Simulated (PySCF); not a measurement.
A calculated (UHF, PySCF 2.14, dyall-av3z, no relativity, point nucleus) atom or ion has these occupied shells.

```
shell  electrons  orbital energy (eV)  rms radius, mean of both spins (bohr)
 1s α          1              -140.38                                  0.482
 1s β          1              -139.26                                  0.482
 2s α          1              -18.130                                   2.47
```

Q: Name the element and its charge.

A: Be⁺ (beryllium, charge +1), in [He] 2s1, 2S determinant.
